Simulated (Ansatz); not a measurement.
`[F][SbH][SiH3]` + CH₃OH → `C[O][SbH][SiH3]` + H–F at 500 K and 1 bar (ligand exchange at the Sb–F bond).

Gas-phase electronic energies from Ansatz, PBE0-D4/def2-TZVP geometries. CBS: MP2 limit from def2 TZ/QZ plus the TZ coupled-cluster correction, frozen cores. This one scheme is used for every species. Elements past krypton have def2 core potentials. For Sb outer-core shells are correlated without core-valence functions, which leaves a few kJ/mol of doubt a bond. Each species was taken in one conformer, which may not be the lowest.

```tsv
species	CCSD(T)/CBS energy (Eh)	H − E (kJ/mol)	S (J/(mol·K))
`[F][SbH][SiH3]`	-631.30007	125.1	382.6
CH₃OH	-115.61712	157.0	265.4
`C[O][SbH][SiH3]`	-646.51193	241.6	451.9
H–F	-100.39570	39.4	188.7
```

H − E and S are ideal-gas, rigid-rotor, harmonic terms from PBE0-D4/def2-TZVP, for one conformer and one mirror image of each species. 1 Eh = 2625.50 kJ/mol, R = 8.31446 J/(mol·K).

Question: By hand: ΔE, ΔH, ΔS and ΔG.

Answer: ΔE = (-646.51193) + (-100.39570) − (-631.30007) − (-115.61712) = 0.00956 Eh = 25.1 kJ/mol. Δ(H − E) = 241.6 + 39.4 − 125.1 − 157.0 = -1.1, so ΔH = 24.0 kJ/mol. ΔS = 451.9 + 188.7 − 382.6 − 265.4 = -7.4 J/(mol·K). ΔG = 24.0 − 500 × (-7.4)/1000 = 27.7 kJ/mol.

Question: By hand: the equilibrium constant, and the temperature at which ΔG would vanish if ΔH and ΔS stayed fixed.

Answer: log₁₀ K = −ΔG/(RT ln 10) = -2.9. ΔH and −TΔS have one sign here, so there is no such temperature.

The number of gas molecules stays the same, so ΔS is small and ΔH decides. A doubt of 5 kJ/mol in ΔE shifts log₁₀ K by 0.5 here. Other conformers and mirror images would add mixing entropy, several J/(mol·K) or more a flexible species. Modes under 60 cm⁻¹, often nearly free rotors, make the harmonic entropy too high. These are equilibria of isolated gas molecules and say nothing of rates. Largest T1 diagnostic: 0.014 (customary marks: 0.02 for closed shells, 0.045 for open ones).

ΔS is within the doubt of such terms, so its sign, and with it that verdict, could turn.
